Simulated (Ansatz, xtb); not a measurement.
# Relative energy of two isomers of Ge2H9NSi

We compare a, `[NH2][GeH2][SiH2][GeH3]`, a singlet, with b, `[NH2][Ge@@H]([SiH3])[GeH3]`, a singlet. Both are isolated molecules in the gas phase, relaxed with PBE0-D3(BJ)/def2-SVP; the shapes shown needn't be the lowest conformers.

a (Å):

```yaml
atoms:
  - { symbol: Ge, position_ang: [1.4372, 0.2566, 1.4615] }
  - { symbol: Ge, position_ang: [-1.9119, 0.2251, -0.3794] }
  - { symbol: N, position_ang: [0.7200, 1.9612, 1.4827] }
  - { symbol: Si, position_ang: [-0.3910, -1.1457, 0.8407] }
  - { symbol: H, position_ang: [0.0058, 2.1013, 2.1935] }
  - { symbol: H, position_ang: [1.4081, 2.7045, 1.5791] }
  - { symbol: H, position_ang: [2.5192, 0.2758, 0.3642] }
  - { symbol: H, position_ang: [2.1104, -0.1737, 2.7920] }
  - { symbol: H, position_ang: [0.0810, -2.2911, 0.0010] }
  - { symbol: H, position_ang: [-1.0729, -1.7085, 2.0495] }
  - { symbol: H, position_ang: [-1.1949, 0.8983, -1.5615] }
  - { symbol: H, position_ang: [-2.4920, 1.3132, 0.5420] }
  - { symbol: H, position_ang: [-3.0849, -0.6118, -0.9299] }
```

b (Å):

```yaml
atoms:
  - { symbol: Ge, position_ang: [0.5100, 0.4622, 0.5578] }
  - { symbol: Ge, position_ang: [-1.3460, 0.3055, -0.9955] }
  - { symbol: N, position_ang: [0.6331, 2.2489, 1.0340] }
  - { symbol: Si, position_ang: [0.1918, -1.0393, 2.4011] }
  - { symbol: H, position_ang: [-0.2039, 2.5958, 1.4977] }
  - { symbol: H, position_ang: [1.4266, 2.4508, 1.6389] }
  - { symbol: H, position_ang: [1.8343, 0.1233, -0.1599] }
  - { symbol: H, position_ang: [0.1235, -2.4598, 1.9344] }
  - { symbol: H, position_ang: [1.3055, -0.9144, 3.3939] }
  - { symbol: H, position_ang: [-1.0916, -0.7072, 3.0971] }
  - { symbol: H, position_ang: [-1.0645, 1.1026, -2.2817] }
  - { symbol: H, position_ang: [-2.6158, 0.8761, -0.3321] }
  - { symbol: H, position_ang: [-1.6185, -1.1647, -1.3676] }
```

Estimate E(b) − E(a) at the level CCSD(T)/def2-SVP + ΔMP2/def2-TZVPP.

Not settled: CCSD(T)/def2-SVP + ΔMP2/def2-TZVPP gives E(b) − E(a) = −0.119 eV, but this leans on the basis-set step: CCSD(T) alone gives −0.040 eV.

The same difference at several levels:

| level | geometry | E(b) − E(a) (eV) | departure from the last row (eV) | job, with rough time for the two |
| --- | --- | --- | --- | --- |
| PBE0-D3(BJ)/def2-SVP | PBE0-D3(BJ)/def2-SVP | −0.032 | +0.087 | optimisation, 3 min |
| HF/def2-SVP | PBE0-D3(BJ)/def2-SVP | −0.053 | +0.065 | part of the CCSD(T) run |
| MP2/def2-SVP | PBE0-D3(BJ)/def2-SVP | −0.047 | +0.072 | part of the CCSD(T) run |
| CCSD(T)/def2-SVP | PBE0-D3(BJ)/def2-SVP | −0.040 | +0.079 | single point |
| CCSD(T)/def2-SVP + ΔMP2/def2-TZVPP | PBE0-D3(BJ)/def2-SVP | −0.119 |  | single point, 2.1 min |

As drawn, b has 1 Ge–Ge, 1 Si–H in place of 1 Ge–Si, 1 Ge–H.

The largest departure from CCSD(T)/def2-SVP + ΔMP2/def2-TZVPP is that of PBE0-D3(BJ)/def2-SVP, 0.087 eV. A small imaginary or near-zero mode remains, so no thermal terms are given. Levels run at GFN2-xTB geometries aren't shown. The last row adds to CCSD(T) the change of the MP2 difference between the two basis sets, here −0.079 eV.

The correlated steps freeze 24 core orbitals; the filled d shell of Ge is correlated, in a basis made for valence electrons. Programs: Ansatz 0.2.0, xtb 6.7.1; the last row on 2 threads of Arm Neoverse V2 on a shared host.
